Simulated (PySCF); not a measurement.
# Polarisability of `C[N+]#CCC(F)F`

Species: C4H6F2N (charge +1).
Structure used (GFN2-xTB), in Å, numbered top down from 1:
```xyz
13
C4H6F2N angstrom
C      2.5548    0.3252   -0.1054
N      1.2206    0.1025    0.1113
C      0.1072   -0.0901    0.3173
C     -1.2861   -0.3035    0.4416
C     -1.9586   -0.1237   -0.9511
F     -1.4302   -1.0026   -1.8159
F     -1.6943    1.1063   -1.4171
H      3.1359   -0.5118    0.2891
H      2.8577    1.2505    0.3906
H      2.7316    0.4153   -1.1806
H     -1.7152    0.4207    1.1435
H     -1.4795   -1.3198    0.8037
H     -3.0482   -0.2686   -0.9061
```

Level: PBE0/def2-SVPD (PySCF), static field, nuclei fixed, core orbitals frozen in the response. The polarisability tensor in these axes (au):

```
x   75.81  4.82 -0.50
y    4.82 41.91 -0.55
z   -0.50 -0.55 43.63
```

Question: Give the principal values, the mean and the anisotropy Δα = √{½[(α1 − α2)² + (α2 − α3)² + (α1 − α3)²]}.

Answer: Principal values 41.15, 43.71 and 76.49 au; mean 53.78 au = 7.97 Å³ = 8.87 × 10⁻⁴⁰ C²·m²/J; Δα = 34.13 au (63 % of the mean).

Question: Traceless (Buckingham) quadrupole moment about the centre of nuclear charge: eigenvalues?

Answer: -16.32, -10.75, 27.07 D·Å. The values depend on the origin, since the species is charged. The electronic extent ⟨r²⟩ about the same centre is 874 bohr², a root-mean-square distance of 2.13 Å for the 54 electrons.

Question: Rayleigh depolarisation ratio (linearly polarised light, static tensor)?

Answer: ρ = 3Δα²/(45ᾱ² + 4Δα²) = 3495.5/(130171 + 4660.7) = 0.0259.

Question: Directions of the eigenvectors, and the extent of the frame along each?

Answer: Largest value along (0.99, 0.14, -0.02), where the nuclei span 6.07 Å; middle along (0.04, -0.19, 0.98), 2.64 Å; least along (-0.13, 0.97, 0.19), 2.16 Å. The response follows the extents in order.

Question: Form Σ f/ω² (atomic units) for the 6 lowest TDDFT singlets, given as eV and f, and set it beside the mean polarisability, which is this sum over all singlets: 6.99, 0.0002; 7.06, 0.0975; 7.30, 0.0002; 7.74, 0.0389; 7.94, 0.0005; 8.53, 0.0013.

Answer: They add up to 1.95 au, 3.6 % of the 53.78 au; the largest single term is 1.45 au, from the state at 7.06 eV. Terms in order: 0.00, 1.45, 0.00, 0.48, 0.01, 0.01 au. Higher excitations give the rest. The strengths listed sum to 0.139.

One conformer (not necessarily the lowest) at the GFN2-xTB geometry, without solvent, vibrations or thermal averaging.
